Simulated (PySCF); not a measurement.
A PySCF script (with the pyscf-properties extension) for the NMR shieldings of SMILES CC(=O)N[BH2-][S+](C)C, C₄H₁₂BNOS, on a PBE0-D3(BJ)/def2-SVP geometry:

```python
import basis_set_exchange as bse
import numpy as np
from pyscf import gto, dft
from pyscf.prop import nmr

atoms = """
C     3.440561    0.209229   -0.020089
C     1.935587    0.364367    0.043206
O     1.391709    0.923556    0.987977
N     1.230519   -0.157834   -0.983624
B    -0.258120   -0.020235   -1.136504
S    -1.127876   -0.653262    0.570111
C    -2.730560   -1.179906   -0.058694
C    -1.600730    0.856319    1.423107
H     3.844214    0.694888   -0.921893
H     3.722522   -0.854566   -0.058341
H     3.884066    0.668571    0.870502
H     1.747512   -0.698453   -1.664039
H    -0.699972    1.115950   -1.230711
H    -0.699570   -0.804858   -1.960852
H    -2.576269   -2.118392   -0.606217
H    -3.419998   -1.349629    0.779440
H    -3.132195   -0.419136   -0.743510
H    -2.177393    0.605518    2.323683
H    -2.179287    1.496139    0.742823
H    -0.646751    1.336750    1.674758
"""
names = dict.fromkeys(["C", "O", "N", "B", "S", "H"], "pcSseg-1")
basis = {el: gto.basis.parse(bse.get_basis(n, elements=[el], fmt="nwchem")) for el, n in names.items()}
mol = gto.M(atom=atoms, basis=basis, charge=0, verbose=0)
mf = dft.RKS(mol, xc="PBE0")
mf.grids.level = 2
mf.grids.alignment = dft.numint.BLKSIZE   # the property module wants whole blocks of grid points
mf.conv_tol = 1e-9
mf.kernel()

calc = nmr.RKS(mf)   # GIAO
C = mf.mo_coeff
Co = C[:, mf.mo_occ > 0]
resp = mf.gen_response(singlet=True, hermi=2)
def vind(x):   # induced exchange potential for any number of trial vectors
    d = np.einsum("pi,xij,qj->xpq", C, 2 * x.reshape(-1, C.shape[1], Co.shape[1]), Co, optimize=True)
    return np.einsum("xpq,pi,qj->xij", resp(d - d.transpose(0, 2, 1)), C, Co, optimize=True).ravel()
mo1, _ = nmr.rhf.solve_mo1(calc, with_cphf=vind)
sigma = calc.kernel(mo1)
for i, s in enumerate(sigma):   # ppm
    print("%2d %-2s %9.2f" % (i, mol.atom_pure_symbol(i), np.trace(s) / 3))
```

Q: What does it print?

A: 
```
 0 C     159.82
 1 C       7.80
 2 O    -100.46
 3 N     129.38
 4 B     110.57
 5 S     526.40
 6 C     158.97
 7 C     153.11
 8 H      29.25
 9 H      29.38
10 H      29.65
11 H      26.76
12 H      28.25
13 H      28.69
14 H      29.46
15 H      29.58
16 H      29.50
17 H      29.25
18 H      29.59
19 H      26.70
```

These numbers come from an equivalent density-fitted implementation of the same equations, which agrees with the script to about 0.01 ppm for H and up to a few tenths of a ppm for heavy atoms, so last digits may differ.

Q: Turn these shieldings into chemical shifts. Scale: $^{13}$C (σref 184.41) and $^{1}$H (σref 31.27) vs TMS; $^{17}$O (σref 334.56) vs H2O; $^{15}$N (σref 265.67) vs NH3; $^{11}$B (σref 100.73) vs BF3·OEt2; $^{33}$S (σref 495.66) against CS2 (reference shieldings calculated alike).

A: Averaging equivalent atoms: C 1: 176.6; C 6/7: 28.4; C 0: 24.6; O 2: 435.0; N 3: 136.3; B 4: -9.8; S 5: -31; H 11: 4.51; H 12/13: 2.80; H 14/15/16/17/18/19: 2.25; H 8/9/10: 1.84 ppm. Unscaled 17O shifts of doubly bonded oxygen tend to come out too high, by tens of ppm or more. Experimental scales use liquid or dissolved standards, which lie at an offset from isolated NH3 (liquid NH3: subtract about 20 ppm) and H2O (liquid H2O: subtract about 36 ppm).

Size and cost of the density-fitted run: 203 basis functions, 120 s wall time (100 s CPU) on 1 thread of an Intel Xeon, shared host; peak memory 0.89 GiB.
